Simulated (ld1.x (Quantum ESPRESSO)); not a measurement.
**What one change does to a pseudopotential (rhodium, ultrasoft)**

- Element: Rh (Z = 45)
- Generator: ld1.x (Quantum ESPRESSO) 7.5
- Type: ultrasoft
- Functional: LDA (PZ)
- Relativity: fully relativistic
- Frozen core: [Kr]
- Valence charge: 9
- Reference configuration: 4d8 5s0 5p0 (charge +1)
- Partial waves: 5s (bound, empty): rcut 2.45, rcutus 2.75 bohr; 5s channel at -0.2 Ry: rcut 2.45, rcutus 2.75 bohr; 5p (bound, empty): rcut 2.60, rcutus 2.80 bohr; 5p channel at 1.1 Ry: rcut 2.60, rcutus 2.80 bohr; 4d (bound): rcut 1.85, rcutus 2.20 bohr; 4d channel at 0.85 Ry: rcut 1.85, rcutus 2.20 bohr
- Local potential: all-electron potential smoothed inside 2.70 bohr (lloc = -1)
- Core correction: a·sin(br)/r model core, default radius (core density twice the valence density)
- Augmentation charge: PSQ, inside the norm-conserving radii

Open shells are filled in proportion to 2j + 1 (rel_dist='average').

Change: augmentation PSQ, radius 1.80 bohr.

Cutoffs: the cutoffs (Ry, on a coarse ladder) from which the occupation-weighted sum of valence levels, in a spherical-Bessel basis at the reference potential, stays within 10 and 1 mRy of its value at 400 Ry; they do not see the model core or the augmentation charge, which bear on the density cutoff. Errors are all-electron minus pseudo energies relative to the spin-unpolarised reference configuration.

**Question.** Predict the effect on cutoff, ghosts and configuration errors.

**Answer.** The potential gets neither clearly harder nor softer (21 Ry and 35 Ry → 21 Ry and 35 Ry); of the 7 tests that both files solve, the error grows in 2 and shrinks in 3 by more than 15 % and 0.3 meV (median size 31.3 → 38.7 meV); neither file shows a bound ghost.

```tsv
quantity	base	changed
cutoff, loose	21 Ry	21 Ry
cutoff, tight	35 Ry	35 Ry
bound ghosts	none	none
error for 4d8 5s1 5p0, meV [ΔE -7.79 eV]	-7.0	-1.6
error for 4d7 5s0 5p0, meV [ΔE 19.77 eV]	-39	-48
error for 4d6 5s0 5p0, meV [ΔE 52.50 eV]	-311	-246
error for 4d7 5s1 5p1, meV [ΔE -1.18 eV]	-30	-39
error for 4d9 5s0 5p0, meV [ΔE -8.64 eV]	-31	-34
error for 4d5 5s0 5p0, meV [ΔE 99.64 eV]	-1359	-933
error for 4d8 5s0 5p1, meV [ΔE -4.06 eV]	+0.2	-0.4
s: phases at 3.04 bohr within 0.05 rad from the reference energy up to (Ry; the scan ends near 5)	2.2	2.2
p1/2: phases at 3.04 bohr within 0.05 rad from the reference energy up to (Ry; the scan ends near 5)	3.2	3.2
p3/2: phases at 3.04 bohr within 0.05 rad from the reference energy up to (Ry; the scan ends near 5)	3.1	3.1
d3/2: phases at 3.04 bohr within 0.05 rad from the reference energy up to (Ry; the scan ends near 5)	to the end of the scan	to the end of the scan
d5/2: phases at 3.04 bohr within 0.05 rad from the reference energy up to (Ry; the scan ends near 5)	to the end of the scan	to the end of the scan
lowest overlap eigenvalue by channel	s 0.37, p1/2 0.55, p3/2 0.56, d3/2 0.16, d5/2 0.16	s 0.37, p1/2 0.55, p3/2 0.56, d3/2 0.16, d5/2 0.16
```
